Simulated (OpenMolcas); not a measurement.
P3+: from CASSCF to CASPT2

| Property | Result |
| --- | --- |
| Program | OpenMolcas |
| Basis | ANO-RCC [8s7p5d4f2g] |
| Scalar Hamiltonian | DKH2, point nucleus |
| Active space | 2 electrons in 8 orbitals (3s 3p 4s 4p) |
| State averaging | 2S+1 = 3 even, 3 roots; 2S+1 = 1 even, 7 roots; 2S+1 = 3 odd, 3 roots; 2S+1 = 1 odd, 3 roots |
| Spin-orbit coupling | state interaction with AMFI integrals over the reference wave functions, term energies averaged over their components |

Methods on the same reference wave functions:
A. CASSCF
B. SS-CASPT2, IPEA 0.25 Eh, imaginary shift 0.1 Eh (closed shells correlated: 2s 2p)
C. MS-CASPT2, IPEA 0.25 Eh, imaginary shift 0.1 Eh (closed shells correlated: 2s 2p)

Energies in cm-1 above 3s2 1S0, the measured ground level; measured values from Martin, Zalubas and Musgrove, J. Phys. Chem. Ref. Data 14, 751 (1985).

```tsv
Level	A	B	C	Measured
3s2 1S0	0.0	0.0	0.0	0.0
3s 3p 3P* 0	67643	67890	67990	67918
3s 3p 3P* 1	67846	68090	68190	68146
3s 3p 3P* 2	68256	68500	68600	68615
3s 3p 1P* 1	117063	106320	106430	
3p2 3P0	165801	165410	165510	164941
3p2 3P1	166009	165620	165720	165185
3p2 3P2	166405	166090	166190	165654
3p2 1D2	179291	164860	164970	158142
```

Deviations, from unrounded energies. A percentage is the sum of absolute deviations over the sum of measured energies, with the sign that they share, or ± where signs differ.

```tsv
Against measurement	Levels	A	B	C
mean absolute deviation (cm-1)	7	3500	1200	1200
other configurations (%)	7	±2.9	±1.0	±1.0
```

B, C lie about equally close to measurement and A furthest from it. The largest miss of B in the table is 3p2 1D2, by +6700 cm-1. The ranking rests on the paired levels alone, and a cruder setting can come out closer through cancelling errors.

Between B and C the level of the table that moves most is 3p2 1D2, by 100 cm-1 (lowest in B, highest in C). Moves below CASPT2's spread within the term are not significant.

The mean deviations of B to C differ by less than CASPT2's widest spread within a term (270 cm-1), so their order carries little weight.

The lowest spin-free term lies below A's lowest term by 0.164 hartree in B, 0.164 hartree in C.

CASPT2 breaks the degeneracy within a term, and the mean is taken; among the terms shown or strongly mixed into the levels shown the widest spread is 270 cm-1 (3p2 1D, C). Over all roots computed the reference weight is 0.89 to 0.99 in B, 0.89 to 0.99 in C; the roots of lowest weight are the least certain, and an intruder state may touch them. Active for correlation alone: 4p 4s; no level in the range computed is led by a configuration that fills them, so any true level of that kind is missing. The ¹D term of p² mixes with s d, which this space lacks. Some levels mix across a computed gap that differs much from the measured one, so their mixing is not that of the real levels (holds for B; C). Computed and measured levels are paired by configuration, term and J; levels that our copy of the source lacks, or whose pairing is in doubt (as where it misses far off the trend of its configuration), stay unpaired and out of the deviations. Levels of configurations outside the active space are missing. Levels that lie high or do not pair safely by name in every column are left out.

* marks odd parity.
